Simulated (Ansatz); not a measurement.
Stretching the K1–F2 bond in KF (multiplicity 1 held). Energies count from the point at 2.202 Å.


R- and RO- levels are restricted; in cc, def2 and unpolarised 6-31G sets they are followed outwards from rest. Unrestricted levels (U-) break spin symmetry where that is lower. Levels need not reach the same state.

Correlated levels freeze the cores.

Run with Ansatz (a quantum-chemistry and plane-wave program). Each number belongs to the level named beside it.

Energies in eV.

```json
[
 {"R (Å)": "1.761", "U-HF/def2-SVPD": "2.12", "R-MP2/def2-SVPD": "2.32", "U-SCS-MP2/def2-SVPD": "2.32", "R-CCSDT/def2-SVPD": "2.32"},
 {"R (Å)": "1.982", "U-HF/def2-SVPD": "0.42", "R-MP2/def2-SVPD": "0.52", "U-SCS-MP2/def2-SVPD": "0.51", "R-CCSDT/def2-SVPD": "0.52"},
 {"R (Å)": "2.202", "U-HF/def2-SVPD": "0.00", "R-MP2/def2-SVPD": "0.00", "U-SCS-MP2/def2-SVPD": "0.00", "R-CCSDT/def2-SVPD": "0.00"},
 {"R (Å)": "2.422", "U-HF/def2-SVPD": "0.09", "R-MP2/def2-SVPD": "0.02", "U-SCS-MP2/def2-SVPD": "0.03", "R-CCSDT/def2-SVPD": "0.03"},
 {"R (Å)": "2.642", "U-HF/def2-SVPD": "0.37", "R-MP2/def2-SVPD": "0.25", "U-SCS-MP2/def2-SVPD": "0.26", "R-CCSDT/def2-SVPD": "0.26"},
 {"R (Å)": "2.972", "U-HF/def2-SVPD": "0.88", "R-MP2/def2-SVPD": "0.71", "U-SCS-MP2/def2-SVPD": "0.72", "R-CCSDT/def2-SVPD": "0.71"},
 {"R (Å)": "3.303", "U-HF/def2-SVPD": "1.36", "R-MP2/def2-SVPD": "1.15", "U-SCS-MP2/def2-SVPD": "1.16", "R-CCSDT/def2-SVPD": "1.16"},
 {"R (Å)": "3.853", "U-HF/def2-SVPD": "2.00", "R-MP2/def2-SVPD": "1.78", "U-SCS-MP2/def2-SVPD": "1.80", "R-CCSDT/def2-SVPD": "1.79"},
 {"R (Å)": "4.404", "U-HF/def2-SVPD": "2.49", "R-MP2/def2-SVPD": "2.27", "U-SCS-MP2/def2-SVPD": "2.29", "R-CCSDT/def2-SVPD": "2.28"},
 {"R (Å)": "5.064", "U-HF/def2-SVPD": "2.94", "R-MP2/def2-SVPD": "2.73", "U-SCS-MP2/def2-SVPD": "2.74", "R-CCSDT/def2-SVPD": "2.73"},
 {"R (Å)": "5.945", "U-HF/def2-SVPD": "3.20", "R-MP2/def2-SVPD": "3.17", "U-SCS-MP2/def2-SVPD": "5.05", "R-CCSDT/def2-SVPD": "3.17"},
 {"R (Å)": "7.046", "U-HF/def2-SVPD": "3.20", "R-MP2/def2-SVPD": "3.55", "U-SCS-MP2/def2-SVPD": "5.05", "R-CCSDT/def2-SVPD": "3.56"},
 {"R (Å)": "8.807", "U-HF/def2-SVPD": "3.20", "R-MP2/def2-SVPD": "3.97", "U-SCS-MP2/def2-SVPD": "5.06", "R-CCSDT/def2-SVPD": "3.98"}
]
```

Doubts at one or more of the structures used: a spin-contaminated determinant (U-HF/def2-SVPD, U-SCS-MP2/def2-SVPD); a restricted determinant that unrestricted orbitals would lower (R-MP2/def2-SVPD, R-CCSDT/def2-SVPD).
